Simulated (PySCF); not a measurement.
Ethylmethylacetylchloride, C5H9ClO.
SMILES with atom numbers: `[CH3:1][CH2:2][C@H:3]([CH3:4])[C:5](=[O:6])[Cl:7]` (hydrogens: H8, H9, H10 on C1; H11, H12 on C2; H13 on C3; H14, H15, H16 on C4)

The same species was optimised twice, with GFN2-xTB and with PBE0-D3(BJ)/def2-SVP (PySCF), and the same property calculations (PySCF, gas phase) were run on both structures.

```json
{"coordinate": "C5–Cl7 (Å)", "GFN2-xTB": "1.773", "PBE0-D3(BJ)/def2-SVP": "1.806", "change": "+0.033"}
{"coordinate": "C3–C5 (Å)", "GFN2-xTB": "1.500", "PBE0-D3(BJ)/def2-SVP": "1.510", "change": "+0.010"}
{"coordinate": "C1–C2 (Å)", "GFN2-xTB": "1.524", "PBE0-D3(BJ)/def2-SVP": "1.519", "change": "-0.005"}
{"coordinate": "C3–C4 (Å)", "GFN2-xTB": "1.531", "PBE0-D3(BJ)/def2-SVP": "1.526", "change": "-0.005"}
{"coordinate": "C2–C3 (Å)", "GFN2-xTB": "1.535", "PBE0-D3(BJ)/def2-SVP": "1.531", "change": "-0.004"}
{"coordinate": "C5=O6 (Å)", "GFN2-xTB": "1.185", "PBE0-D3(BJ)/def2-SVP": "1.181", "change": "-0.004"}
{"coordinate": "C1–C2–C3 (°)", "GFN2-xTB": "112.2", "PBE0-D3(BJ)/def2-SVP": "114.2", "change": "+2.0"}
{"coordinate": "C2–C3–C4 (°)", "GFN2-xTB": "111.2", "PBE0-D3(BJ)/def2-SVP": "112.2", "change": "+1.0"}
{"coordinate": "C2–C3–C5 (°)", "GFN2-xTB": "111.0", "PBE0-D3(BJ)/def2-SVP": "111.9", "change": "+0.9"}
{"coordinate": "O6–C5–Cl7 (°)", "GFN2-xTB": "119.0", "PBE0-D3(BJ)/def2-SVP": "119.8", "change": "+0.8"}
{"coordinate": "C4–C3–C5 (°)", "GFN2-xTB": "109.9", "PBE0-D3(BJ)/def2-SVP": "110.6", "change": "+0.7"}
{"coordinate": "C3–C5–O6 (°)", "GFN2-xTB": "128.0", "PBE0-D3(BJ)/def2-SVP": "127.6", "change": "-0.4"}
{"coordinate": "C3–C5–Cl7 (°)", "GFN2-xTB": "113.0", "PBE0-D3(BJ)/def2-SVP": "112.6", "change": "-0.4"}
{"coordinate": "C1–C2–C3–C4 (°)", "GFN2-xTB": "-175", "PBE0-D3(BJ)/def2-SVP": "180", "change": "-5"}
{"coordinate": "C2–C3–C5–O6 (°)", "GFN2-xTB": "-119", "PBE0-D3(BJ)/def2-SVP": "-121", "change": "-2"}
```

Rotational constants: A = 2457, B = 1668, C = 1506 MHz (GFN2-xTB) against A = 2365, B = 1675, C = 1509 MHz (PBE0-D3(BJ)/def2-SVP). Point groups within 0.08 Å: C1 and C1.

On the GFN2-xTB structure: lowest singlet, TDDFT (eV) 5.07 [CAM-B3LYP/def2-SVPD]; lowest triplet, Tamm–Dancoff (eV) 4.54 [CAM-B3LYP/def2-SVPD]; isotropic polarisability (au) 76.4 [CAM-B3LYP/def2-SVPD]; HOMO (eV) -9.78 [CAM-B3LYP/def2-SVPD]; LUMO (eV) 0.11 [CAM-B3LYP/def2-SVPD]; dipole (D) 3.14 [CAM-B3LYP/def2-SVPD]; HOMO (eV) -8.33 [PBE0/pcSseg-1]; LUMO (eV) -0.94 [PBE0/pcSseg-1]; dipole (D) 3.12 [PBE0/pcSseg-1]; GIAO shielding of C1 (ppm) 172.0 [PBE0/pcSseg-1]; GIAO shielding of C2 (ppm) 154.1 [PBE0/pcSseg-1]; GIAO shielding of C3 (ppm) 131.7 [PBE0/pcSseg-1]; GIAO shielding of C4 (ppm) 165.1 [PBE0/pcSseg-1]; GIAO shielding of C5 (ppm) -2.0 [PBE0/pcSseg-1]; GIAO shielding of O6 (ppm) -273.4 [PBE0/pcSseg-1]; GIAO shielding of Cl7 (ppm) 557.7 [PBE0/pcSseg-1].

Problem. What do these properties become on the PBE0-D3(BJ)/def2-SVP structure?

Solution. 
| property | level | on GFN2-xTB | on PBE0-D3(BJ)/def2-SVP | change |
| --- | --- | --- | --- | --- |
| lowest singlet, TDDFT (eV) | CAM-B3LYP/def2-SVPD | 5.07 | 5.12 | +0.05 |
| lowest triplet, Tamm–Dancoff (eV) | CAM-B3LYP/def2-SVPD | 4.54 | 4.59 | +0.05 |
| isotropic polarisability (au) | CAM-B3LYP/def2-SVPD | 76.4 | 77.7 | +1.3 |
| HOMO (eV) | CAM-B3LYP/def2-SVPD | -9.78 | -9.83 | -0.05 |
| LUMO (eV) | CAM-B3LYP/def2-SVPD | 0.11 | 0.08 | -0.03 |
| dipole (D) | CAM-B3LYP/def2-SVPD | 3.14 | 3.14 | 0.00 |
| energy, GFN2-xTB geometry as zero (kcal/mol) | CAM-B3LYP/def2-SVPD | 0.0 | -1.2 | -1.2 |
| HOMO (eV) | PBE0/pcSseg-1 | -8.33 | -8.39 | -0.06 |
| LUMO (eV) | PBE0/pcSseg-1 | -0.94 | -0.98 | -0.04 |
| dipole (D) | PBE0/pcSseg-1 | 3.12 | 3.14 | +0.02 |
| energy, GFN2-xTB geometry as zero (kcal/mol) | PBE0/pcSseg-1 | 0.0 | -1.0 | -1.0 |
| GIAO shielding of C1 (ppm) | PBE0/pcSseg-1 | 172.0 | 170.7 | -1.3 |
| GIAO shielding of C2 (ppm) | PBE0/pcSseg-1 | 154.1 | 153.4 | -0.7 |
| GIAO shielding of C3 (ppm) | PBE0/pcSseg-1 | 131.7 | 130.0 | -1.7 |
| GIAO shielding of C4 (ppm) | PBE0/pcSseg-1 | 165.1 | 164.2 | -0.9 |
| GIAO shielding of C5 (ppm) | PBE0/pcSseg-1 | -2.0 | -2.0 | 0.0 |
| GIAO shielding of O6 (ppm) | PBE0/pcSseg-1 | -273.4 | -265.2 | +8.2 |
| GIAO shielding of Cl7 (ppm) | PBE0/pcSseg-1 | 557.7 | 543.4 | -14.3 |

The heavy atoms differ by 0.062 Å rms after alignment. Among bonds between heavy atoms C5–Cl7 changes most (+0.033 Å). Changes are differences of the printed values. Neither structure is proved a minimum here.

Shape of the structure used: `[CH3:1][CH2:2][C@H:3]([CH3:4])[C:5](=[O:6])[Cl:7]`: C1–C2–C3–C4 180°, C2–C3–C5–O6 -121°.
